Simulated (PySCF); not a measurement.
Ge(Cl)2(Vi)2, SMILES C=[CH][Ge]([Cl])([Cl])[CH]=C at its PBE0/def2-SVP optimised geometry (Å):

```
13

C      0.0341    -3.3992     2.3072
C     -0.8150    -2.8041     1.4668
Ge    -0.2404    -1.6946     0.0000
Cl    -0.8957    -2.5997    -1.8563
Cl     1.9262    -1.6946     0.0000
C     -0.8595     0.1300     0.0000
C     -1.5848     0.6541    -0.9903
H      1.1186    -3.2912     2.1982
H     -0.3216    -4.0219     3.1354
H     -1.8976    -2.9319     1.5881
H     -0.5847     0.7393     0.8697
H     -1.8627     0.0652    -1.8711
H     -1.9262     1.6946    -0.9615
```

Level of theory: PySCF 2.14.0 with PBE0/def2-TZVP. Cells within 0.4 Å of a nucleus heavier than hydrogen are left out (blank, or x).

Map of the electrostatic potential (hartree/e), clipped to [-0.08, 0.12] on the plane z = 0.0 Å:

```
|122222222222111111111111111|
|222222222222111111111111111|
|222222222222211111111111111|
|222222222222211111111111111|
|222223333222211111111111111|
|222233333322211111111111111|
|222233444322211111111111111|
|122233454432211111111111111|
|112223455543321111110000000|
|111123478998532111000000000|
|111123599999963111000000000|
|111112699999994211000000000|
|1111124999xx996311000000000|
|111111399xxx998421000000000|
|111101279999999643221100000|
|111111259999999987999631000|
|111112359999999999999993100|
|111122479999999999999997210|
|111223589999xx99999xx999310|
|112223599999xx99999xx999310|
|112223479999999999999997210|
|112223469999999999999993100|
|112222346999999987999631000|
|111222234689999743221100000|
|111111222345554321000000000|
|111111111122222210000000000|
|111111111111111110000000000|
```
Scale: ten equal steps from -0.020 (start of '0') to 0.120 (end of '9'), in the order '0123456789'; x runs from -4.00 to 4.00, y from -4.00 (bottom) to 4.00 (top).
